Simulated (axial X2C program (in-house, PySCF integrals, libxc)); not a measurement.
InP⁻: from the spin-free to the two-component result

Computed with an in-house relativistic program for diatomic molecules. Spin-free means the one-electron spin-free X2C Hamiltonian; two-component (2c) means X2C with spin–orbit coupling and atomic mean-field two-electron Coulomb and Gaunt terms, so the difference of the two also holds small scalar two-electron terms. Basis: In dyall-acv3z [12s13p10d5f1g], P dyall-av3z [9s8p3d2f] (cores contracted in-house); Gaussian nuclei, density fitting, unrestricted open shells. Masses: In 114.904 u, P 30.974 u.

Spin-free state: M_S = 1/2, Λ = 1 (beyond evenly filled blocks: π+α, π+β, π-α); fragments In + P-.

```csv
level,Re (Å),ωe (cm⁻¹),De (eV),μ (D)
PBE0,2.449,329.1,2.802,-4.38
B97-3,2.474,321.7,2.840,-4.67
```

Dipoles are positive if P is the positive end and refer to the centre of mass.

Task: Within this multiplet, which Ω should lie lowest by the rule for regular and inverted multiplets?

Result: The open π shell holds three electrons, one hole, so the multiplet is inverted: Ω = Λ + 1/2 = 3/2. The PBE0 2c search agrees, though Ω = 1/2 of the search lies only 0.06 eV higher.

Two-component determinant lowest at the distance of the search:

Ω = 3/2 (⟨Sz⟩ = 0.50, ⟨Lz⟩ = 1.00 at PBE0); fragments In + P-.

```
level  Re (Å)  ωe (cm⁻¹)  μ (D)
 PBE0   2.449      328.3  -4.32
B97-3   2.473      321.2  -4.62
```

Task: From the two tables, how do the constants change at the PBE0 level (2c against spin-free)?

Result: At the PBE0 level Re stays the same within 0.001 Å and ωe falls by 0.8 cm⁻¹.

One determinant describes the state; a PBE0 search over occupations chose it and may have missed a lower one. Dissociation energies refer to the lowest single-determinant-based atoms at the same level and basis. De is not given where an atomic determinant may have missed its ground term or J level, or where the truncated virtual space spoils (T). Density functionals use the spin component along the axis (collinear). PBE0 can misorder states that lie within some tenths of an eV, so this need not be the ground state of the molecule. The nearest other spin-free determinant of the search, M_S = 1/2, Λ = 0, lies 0.11 eV up at the distance of the search. Without a current term, density functionals place determinants with orbital angular momentum somewhat too high. The highest occupied level of some functionals is positive through self-interaction error; at Hartree–Fock it is bound. The determinant is spin-polarised beyond a pure state at some levels (its spin-free form has ⟨S²⟩ too high), which makes Re and μ there less reliable.
